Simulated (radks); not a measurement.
Values are calculated unless marked as measured or tabulated.
Question: The mean radii <r> (bohr) of the occupied orbitals of an atom or ion are listed with their occupations. Code: a radial shooting solver on a logarithmic mesh with Libxc functionals. Model: scalar-relativistic Kohn-Sham, SCAN, spin-polarised, spherical densities, finite nucleus; meta-GGA in the generalised Kohn-Sham scheme; Fermi nuclear charge, rms radius of each element as measured or else 0.836 A^(1/3) + 0.57 fm.

| orbital | occ. | <r> |
|---|---|---|
| 1s up | 1 | 0.07687 |
| 1s down | 1 | 0.07685 |
| 2s up | 1 | 0.3624 |
| 2s down | 1 | 0.3623 |
| 2p up | 3 | 0.3263 |
| 2p down | 3 | 0.3264 |
| 3s up | 1 | 1.095 |
| 3s down | 1 | 1.105 |
| 3p up | 3 | 1.157 |
| 3p down | 1 | 1.169 |
| 5f up | 1 | 7.511 |

Name the element and its charge. Open shells, if any, are filled with parallel spins first.

Answer: Z = 20, calcium, charge +3: Ca3+ in [Ne] 3s2 3p4 5f1. The 1s radius gives Z: for a bare nucleus <r> = (2 gamma + 1)/(2Z) with gamma = sqrt(1 - (Z/c)^2), 0.07446 bohr for Z = 20, and screening makes it slightly larger (0.07687 here). The occupations add up to 17, and the charge is Z minus that.
